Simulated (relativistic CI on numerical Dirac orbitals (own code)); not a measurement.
**Pd⁴⁺: 4s photoemission**

Computed with this model: Dirac-Coulomb-Breit CI, separate exchange-only KLI orbitals for each configuration, model QED (radiative potential, 1s self-energy scaled to tabulated hydrogen-like ionisation energies), valence Slater integrals scaled by 0.8, multiplet model of photoemission in the sudden approximation; configurations [Kr] 4d6 → [Ar] 3d10 4s 4p6 4d6; 300 K; Lorentzian 2.8 eV and Gaussian 0.6 eV FWHM. Energies are those of the free ion, without screening or charge transfer. The energies are binding energies and can lie tens of eV above those of solids. Without intra-shell correlation the exchange splitting of an s hole comes out too large, often by half or more. S is read from ⟨S²⟩ = S(S + 1).

Field parameters in Wybourne normalisation: D3d B²₀ = −7Dσ, B⁴₀ = −14Dq − 21Dτ, B⁴₃ = −14√(10/7) Dq; Oh B⁴₀ = 21Dq, B⁴₄ = √(5/14) B⁴₀. The field is a parameter set, without covalency.

Computed curve for Oh, 10Dq = 14850 cm⁻¹, scaled to 100 at the maximum (points under 2 are left out and the grid is thinned):

| Energy (eV) | Intensity |
| --- | --- |
| 148.4 | 2.1 |
| 148.8 | 2.2 |
| 149.2 | 2.4 |
| 149.6 | 2.6 |
| 150.0 | 2.8 |
| 150.4 | 3.1 |
| 150.8 | 3.3 |
| 151.2 | 3.6 |
| 151.6 | 4.0 |
| 152.0 | 4.4 |
| 152.8 | 5.5 |
| 153.2 | 6.2 |
| 153.6 | 7.1 |
| 154.0 | 8.1 |
| 154.4 | 9.4 |
| 154.8 | 11.1 |
| 155.2 | 13.2 |
| 155.6 | 16.1 |
| 156.0 | 19.8 |
| 156.4 | 24.7 |
| 156.8 | 30.6 |
| 157.2 | 36.9 |
| 157.6 | 42.7 |
| 158.0 | 47.9 |
| 158.4 | 54.2 |
| 158.8 | 63.4 |
| 159.2 | 75.6 |
| 159.6 | 88.0 |
| 160.0 | 96.8 |
| 160.4 | 100.0 |
| 161.2 | 91.9 |
| 161.6 | 80.1 |
| 162.0 | 65.6 |
| 162.4 | 52.1 |
| 162.8 | 41.6 |
| 163.2 | 34.3 |
| 163.6 | 29.7 |
| 164.0 | 27.1 |
| 164.4 | 25.9 |
| 164.8 | 25.2 |
| 165.2 | 24.0 |
| 165.6 | 21.9 |
| 166.0 | 19.1 |
| 166.4 | 16.2 |
| 166.8 | 13.5 |
| 167.2 | 11.2 |
| 167.6 | 9.3 |
| 168.0 | 7.9 |
| 168.4 | 6.7 |
| 168.8 | 5.8 |
| 169.6 | 4.5 |
| 170.0 | 4.0 |
| 170.4 | 3.6 |
| 170.8 | 3.3 |
| 171.2 | 3.0 |
| 171.6 | 2.8 |
| 172.0 | 2.5 |
| 172.4 | 2.4 |
| 172.8 | 2.2 |
| 173.2 | 2.0 |

The ground state has S = 0.73, and the centroid lies at 160.63 eV.
